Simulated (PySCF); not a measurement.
# [Yb(H2O)]2+ relaxed at several levels

Computed with PySCF 2.14.0, PBE0, def2-SVP on the ligands, density fitting, scalar-relativistic core potentials, no spin-orbit coupling, vacuum. Each row is relaxed at its own level from the same template. Distances are means of the shortest metal–ligand contacts, charges and spins Mulliken's; removal energies are rigid, with the ligand's formal charge and no counterpoise, so too large; for an anion taken off a cation in vacuum most of it is the attraction of opposite charges, and multiply charged cations can part far more cheaply with an electron moved from ligand to metal. lcecp potentials hold a fixed number of 4f electrons in the core, out of states, spins and gaps.

```
level      basis on the metal  point group  M–H2O (Å)  charge on M (e)  HOMO–LUMO gap (eV)  removal of one H2O (eV)  strongest infrared band, degenerate modes summed (cm⁻¹)  unstable modes (below −25 cm⁻¹)
 PBE0  lcecp-0-SVP with ECP60          C2v      2.347             1.77                   –                     2.60                                                      573                                0
```

Problem. What does the calculation give for PBE0, def2-SVP with ECP28?

Solution. point group: C2v, M–H2O (Å): 2.271, charge on M (e): 1.77, HOMO–LUMO gap (eV): 6.34, removal of one H2O (eV): 2.76, strongest infrared band, degenerate modes summed (cm⁻¹): 576, unstable modes (below −25 cm⁻¹): 0.
```xyz
4

Yb    0.0000    0.0000   -0.0386
O     0.0000    0.0000    2.2323
H     0.7681    0.0000    2.8370
H    -0.7681    0.0000    2.8370
```

One start shape was tried for each, so a minimum needn't be the lowest isomer.
